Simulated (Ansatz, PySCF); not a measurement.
Breaking a bond: H9NSi3, SMILES [SiH3]N([SiH3])[SiH3], singlet. The N1–Si10 bond (N1 also carries Si, Si; Si10 carries H, H, H) is varied alone, starting from the PBE0/def2-SVP optimised geometry.

Levels of theory: UKS-PBE0 = unrestricted PBE0/def2-SVP run with Ansatz (a first-principles code); RKS-PBE0 = restricted PBE0/def2-SVP in Ansatz; UKS-B3LYP = unrestricted B3LYP/def2-SVP (Ansatz); RKS-B3LYP = restricted B3LYP/def2-SVP run with Ansatz; UKS-PBE = Ansatz with unrestricted PBE/def2-SVP; RKS-PBE = restricted PBE/def2-SVP run with Ansatz; UKS-B3LYP/6-31G* = unrestricted B3LYP/6-31G*, spherical d (PySCF); RKS-B3LYP/6-31G* = restricted B3LYP/6-31G*, spherical d run with PySCF; UKS-B3LYP/3-21G = unrestricted B3LYP/3-21G in PySCF; RKS-B3LYP/3-21G = restricted B3LYP/3-21G run with PySCF 2.14.0.

Scanned distances (Å): 1.46, 1.53, 1.66, 1.69, 1.76, 1.82, 1.90, 1.97, 2.15, 2.31, 2.58, 2.89, 3.26, 3.66, 4.31, 5.08.

Question: Where does the unrestricted solution first break spin symmetry (<S²> of 0.01 or more)?

Answer: UKS-PBE0: between 2.58 and 2.89 Å; UKS-B3LYP: between 2.89 and 3.26 Å; UKS-PBE: between 2.89 and 3.26 Å; UKS-B3LYP/6-31G*: between 2.89 and 3.26 Å; UKS-B3LYP/3-21G: between 2.89 and 3.26 Å.

| R / Å | <S²> UKS-PBE0 | E(RKS-PBE0) − E(UKS-PBE0) / kJ/mol | <S²> UKS-B3LYP | E(RKS-B3LYP) − E(UKS-B3LYP) / kJ/mol | <S²> UKS-PBE | E(RKS-PBE) − E(UKS-PBE) / kJ/mol | <S²> UKS-B3LYP/6-31G* | E(RKS-B3LYP/6-31G*) − E(UKS-B3LYP/6-31G*) / kJ/mol | <S²> UKS-B3LYP/3-21G | E(RKS-B3LYP/3-21G) − E(UKS-B3LYP/3-21G) / kJ/mol |
|---|---|---|---|---|---|---|---|---|---|---|
| 1.46 | 0.00 | 0.0 | 0.00 | 0.0 | 0.00 | 0.0 | 0.00 | 0.0 | 0.00 | 0.0 |
| 1.53 | 0.00 | 0.0 | 0.00 | 0.0 | 0.00 | 0.0 | 0.00 | 0.0 | 0.00 | 0.0 |
| 1.66 | 0.00 | 0.0 | 0.00 | 0.0 | 0.00 | 0.0 | 0.00 | 0.0 | 0.00 | 0.0 |
| 1.69 | 0.00 | 0.0 | 0.00 | 0.0 | 0.00 | 0.0 | 0.00 | 0.0 | 0.00 | 0.0 |
| 1.76 | 0.00 | 0.0 | 0.00 | 0.0 | 0.00 | 0.0 | 0.00 | 0.0 | 0.00 | 0.0 |
| 1.82 | 0.00 | 0.0 | 0.00 | 0.0 | 0.00 | 0.0 | 0.00 | 0.0 | 0.00 | 0.0 |
| 1.90 | 0.00 | 0.0 | 0.00 | 0.0 | 0.00 | 0.0 | 0.00 | 0.0 | 0.00 | 0.0 |
| 1.97 | 0.00 | 0.0 | 0.00 | 0.0 | 0.00 | 0.0 | 0.00 | 0.0 | 0.00 | 0.0 |
| 2.15 | 0.00 | 0.0 | 0.00 | 0.0 | 0.00 | 0.0 | 0.00 | 0.0 | 0.00 | 0.0 |
| 2.31 | 0.00 | 0.0 | 0.00 | 0.0 | 0.00 | 0.0 | 0.00 | 0.0 | 0.00 | 0.0 |
| 2.58 | 0.00 | 0.0 | 0.00 | 0.0 | 0.00 | 0.0 | 0.00 | 0.0 | 0.00 | 0.0 |
| 2.89 | 0.03 | 0.0 | 0.00 | 0.0 | 0.00 | 0.0 | 0.00 | 0.0 | 0.00 | 0.0 |
| 3.26 | 0.74 | 29.1 | 0.66 | 20.0 | 0.51 | 9.0 | 0.68 | 21.9 | 0.69 | 21.2 |
| 3.66 | 0.97 | 83.2 | 0.93 | 65.2 | 0.82 | 35.5 | 0.94 | 67.7 | 0.96 | 70.0 |
| 4.31 | 1.00 | 133.1 | 1.00 | 109.6 | 0.95 | 60.2 | 1.00 | 111.2 | 1.00 | 116.3 |
| 5.08 | 1.01 | 155.4 | 1.00 | 129.7 | 0.99 | 71.1 | 1.00 | 130.8 | 1.00 | 136.1 |
